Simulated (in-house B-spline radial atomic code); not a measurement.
Configurations of Kr4+, with energies counted from [Ar] 3d10 4s2 4p2. Level of theory: scalar-relativistic (X2C) HSE06, spin-polarised, spherical fractional occupations, Fermi nucleus of rms radius 4.1884 fm; calculated with a radial B-spline atomic code at the basis-set limit. Shells without spins written out take the highest spin.

Caution: exact exchange at fractional occupations of open shells leaves self-interaction of up to several eV.

Occupations are held fixed; configurations that lie above the ionisation limit could autoionise.

```tsv
configuration	E - E(ref) (eV)	highest orbital	its <r> (bohr)
[Ar] 3d10 4s1 4p3	11.083	4p up	1.582
[Ar] 3d10 4s2 4p(0 up, 1 down) 5s(1 up, 0 down)	29.542	5s up	3.031
[Ar] 3d10 4s1 4p2 5s1	42.497	5s up	2.981
[Ar] 3d10 4s1 4p2 5f1	62.712	5f up	5.6
[Ar] 3d(4 up, 5 down) 4s2 4p(0 up, 2 down) 4f(1 up, 0 down)	134.67	4f up	3.182
[Ne] 3s2 3p5 3d10 4s2 4p2 4d1	231.3	4d up	1.967
[Ne] 3s2 3p(2 up, 3 down) 3d10 4s2 4p(1 up, 1 down) 5d(1 up, 0 down)	254.03	5d up	4.152
```

**Question.** Order these further configurations by energy, lowest first.
A. [Ar] 3d9 4s2 4p2 5d1
B. [Ne] 3s2 3p5 3d10 4s2 4p2 5d1
C. [Ar] 3d10 4s1 4p2 4d1
D. [Ar] 3d9 4s2 4p2 4d1
E. [Ar] 3d10 4s(1 up, 0 down) 4p(1 up, 1 down) 5s(0 up, 1 down)

**Answer.** C (36.953 eV), E (47.46 eV), D (114.93 eV), A (134.88 eV), B (251.23 eV).

**Question.** How far above the reference does [Ne] 3s2 3p5 3d10 4s2 4p2 5p1 lie?

**Answer.** 243.31 eV; its least bound orbital is 5p up with <r> = 3.299 bohr.

**Question.** How far above the reference does [Ar] 3d10 4s2 4p1 5p1 lie?

**Answer.** 34.845 eV; its least bound orbital is 5p up with <r> = 3.393 bohr.
